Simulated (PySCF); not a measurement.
Compound: C₅H₉F₃OSi.
Atom-mapped SMILES: `[F:1][C:2]([F:3])([F:4])[SiH:5]1[CH2:6][CH2:7][O:8][CH2:9][CH2:10]1` (hydrogens: H11 on Si5; H12, H13 on C6; H14, H15 on C7; H16, H17 on C9; H18, H19 on C10)

Computed with PySCF at PBE0/pcSseg-1, non-relativistic, on one gas-phase PBE0-D3(BJ)/def2-SVP geometry that isn't relaxed in the solvent. The solvent is an IEF-PCM continuum (cavity from Bondi-type radii × 1.2). Specific hydrogen bonds and non-electrostatic terms are outside this model.

Gas phase at PBE0/pcSseg-1: HOMO -7.72 eV, LUMO 0.66 eV, dipole 2.35 D.

Task: What does the continuum do to the energy, the frontier levels and the dipole at PBE0/pcSseg-1 in water?

Result: 
```json
{"solvent": "water", "ε": "78.36", "E(solvent) − E(gas) (kJ/mol)": "-19.47", "polarisation term (kJ/mol)": "-21.95", "distortion of the solute (kJ/mol)": "2.48", "HOMO (eV)": "-7.53", "LUMO (eV)": "0.99", "dipole (D)": "2.88"}
```

The first energy column is the sum of the next two and covers electrostatics alone.

Task: Which radius a makes the point-dipole formula ΔE = −[(ε − 1)/(2ε + 1)]·μ²/a³ give the value in water, with the gas-phase dipole?

Result: μ = 0.923 au and |ΔE| = 0.00742 Eh give a = 2.03 Å; the farthest nucleus lies 3.50 Å from the centroid of the nuclei, so such a sphere wouldn't even hold the nuclei. The formula assumes a rigid point dipole at the centre of a sphere.

Task: Which Hirshfeld charges (PBE0/pcSseg-1) respond most in water (means over atoms taken as equivalent)?

Result: 
```
   atoms                  environment  gas (e)  solvent (e)  change
      O8          cyclic ether oxygen   -0.143       -0.162  -0.019
 H15/H16           methylene hydrogen   +0.032       +0.040  +0.008
 H13/H18           methylene hydrogen   +0.048       +0.054  +0.006
F1/F3/F4      fluorine of a CF3 group   -0.102       -0.108  -0.006
     Si5                  SiH silicon   +0.340       +0.344  +0.004
     H11                Si–H hydrogen   -0.075       -0.073  +0.002
  C6/C10  sp3 carbon bound to silicon   -0.168       -0.167  +0.001
 H14/H17           methylene hydrogen   +0.048       +0.049  +0.001
```

Task: Which Mayer bond orders change most in water?

Result: 
| bond | length (Å) | gas | solvent | change |
| --- | --- | --- | --- | --- |
| C2–Si5 | 1.930 | 0.805 | 0.792 | -0.013 |
| C7–O8 | 1.403 | 0.939 | 0.928 | -0.011 |
| O8–C9 | 1.402 | 0.939 | 0.928 | -0.011 |
| Si5–C6 | 1.877 | 0.936 | 0.943 | +0.007 |
| C10–Si5 | 1.877 | 0.936 | 0.943 | +0.007 |
| C2–F3 | 1.342 | 0.967 | 0.961 | -0.006 |
| C2–F4 | 1.343 | 0.965 | 0.959 | -0.006 |
| C6–C7 | 1.533 | 1.022 | 1.027 | +0.005 |

On Arm Neoverse N1, one thread (shared host), this took 80 s of wall time and 1.2 GiB of memory at its peak. This is the whole shielding run at PBE0/pcSseg-1 in water, SCF included.
